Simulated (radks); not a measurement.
The numbers below are computed, except where a source is named.
Ti+, configuration [Ar] 3d(up 1.75, down 0.25) 4s(up 0.5, down 0.5) (fractional occupations, a model configuration).

Code: a radial shooting solver on a logarithmic mesh with Libxc functionals. Model: non-relativistic Kohn-Sham, TPSS, spin-polarised, spherical densities, point nucleus; meta-GGA in the generalised Kohn-Sham scheme.

Energy parts (hartree):
| part | energy |
|---|---|
| total | -849.07710 |
| kinetic | 848.31786 |
| electron-nucleus | -2005.33485 |
| Hartree | 349.72094 |
| exchange-correlation | -41.78106 |

Orbitals (lengths in bohr, moments of r in powers of bohr; r(max) is where P^2 peaks):
orbital,occ.,eigenvalue (hartree),r(max)
1s up,1,-178.4479,0.04613
1s down,1,-178.4483,0.04613
2s up,1,-19.87226,0.2708
2s down,1,-19.85657,0.2707
2p up,3,-16.60008,0.2203
2p down,3,-16.58761,0.2202
3s up,1,-2.58995,0.8745
3s down,1,-2.53851,0.8730
3p up,3,-1.72750,0.9023
3p down,3,-1.67477,0.9007
3d up,1.75,-0.43737,0.9637
3d down,0.25,-0.38848,0.9689
4s up,0.5,-0.37824,2.760
4s down,0.5,-0.35805,2.828

The highest occupied level is 4s down at -9.743 eV. The electron density at the nucleus is 7139 e/bohr^3. Virial ratio -V/T = 2.00090.
